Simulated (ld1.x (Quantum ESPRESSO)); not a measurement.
How hard is this Mg TM potential?

```
Element                 : Mg
Generator               : ld1.x (Quantum ESPRESSO) 7.5
Type                    : norm-conserving Troullier–Martins (Kleinman–Bylander form)
Functional              : Wu–Cohen
Relativity              : non-relativistic
Frozen core             : [He]
Valence charge          : 10
Reference configuration : 2s2 2p6 3s0 3p0 (charge +2)
Partial waves           : 2s (bound): rc 0.55 bohr; 2p (bound): rc 1.25 bohr; 3d channel at 0.1 Ry: rc 1.25 bohr
Local potential         : all-electron potential smoothed inside 0.45 bohr (lloc = -1)
Core correction         : none
```

The pseudo-atom Hamiltonian at the reference potential is diagonalised in spherical Bessel functions j_l(qr) that vanish at 20 bohr, with q² up to the cutoff. All-electron valence levels (Ry): 2s -7.3090, 3s -1.3296, 2p -4.9040, 3p -0.9398.

Problem. How do the lowest levels (Ry) of each channel move with the cutoff, and are there ghosts?

Solution.

| cutoff (Ry) | s #1 | s #2 | p #1 | p #2 | p #3 | d #1 | d #2 | f #1 | f #2 | Σ f·Δε (mRy) |
| --- | --- | --- | --- | --- | --- | --- | --- | --- | --- | --- |
| 8 | -5.8155 | -1.1286 | -1.7159 | -0.5596 | -0.2913 | -0.5089 | -0.2743 | -0.2520 | -0.1365 | 22111.8 |
| 18 | -6.8141 | -1.2759 | -2.4279 | -0.6782 | -0.3328 | -0.5148 | -0.2772 | -0.2520 | -0.1366 | 15842.2 |
| 35 | -6.9112 | -1.2968 | -3.6135 | -0.8207 | -0.3745 | -0.5169 | -0.2782 | -0.2520 | -0.1366 | 8534.3 |
| 55 | -6.9724 | -1.3011 | -4.4817 | -0.8990 | -0.3949 | -0.5173 | -0.2784 | -0.2520 | -0.1366 | 3203.1 |
| 90 | -7.1509 | -1.3168 | -4.8829 | -0.9295 | -0.4026 | -0.5174 | -0.2784 | -0.2520 | -0.1366 | 439.0 |
| 140 | -7.2760 | -1.3282 | -4.9032 | -0.9311 | -0.4030 | -0.5174 | -0.2784 | -0.2520 | -0.1366 | 66.8 |
| 230 | -7.2999 | -1.3303 | -4.9039 | -0.9312 | -0.4030 | -0.5174 | -0.2784 | -0.2520 | -0.1366 | 15.0 |
| 400 | -7.3071 | -1.3311 | -4.9040 | -0.9312 | -0.4030 | -0.5174 | -0.2784 | -0.2520 | -0.1366 | 0.0 |

Result: no extra level below or beside the all-electron valence levels (s, p, d, f tested); 10 mRy is reached at over 300 Ry and 1 mRy at over 300 Ry.

Its largest configuration-test error is +327 meV.
